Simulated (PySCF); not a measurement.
Compound: Pd(PH3)2 (singlet state).
Bonds: Pd1–P2, Pd1–P6. Hydrogens: H3, H4, H5 on P2; H7, H8, H9 on P6.

The closed-shell ground state was solved at several levels (PySCF, density fitting, gas phase). Isolated species at its PBE0-D3(BJ)/def2-SVP geometry, gas phase. Atoms past krypton carry effective core potentials; spin–orbit coupling is left out.

| level | basis functions | total energy (Eh) | HOMO (eV) | LUMO (eV) | gap (eV) | dipole (D) |
| --- | --- | --- | --- | --- | --- | --- |
| PBE0/pcSseg-1 (def2-TZVP on Pd) | 118 | -813.9516 | -5.38 | -0.36 | 5.02 | 0.03 |
| B3LYP/pcSseg-1 (def2-TZVP on Pd) | 118 | -814.3216 | -5.22 | -0.57 | 4.65 | 0.03 |

Problem. What might PBE0/def2-SVPD (130 basis functions) give for the same quantities?

Solution. Total energy -813.7422 Eh, HOMO -5.42 eV, LUMO -0.39 eV, gap 5.03 eV, dipole 0.03 D.

Problem. How far do the dipole and the HOMO energy spread over the levels?

Solution. The dipole runs from 0.03 to 0.03 D (mean 0.03 D) and the HOMO from -5.42 to -5.22 eV.
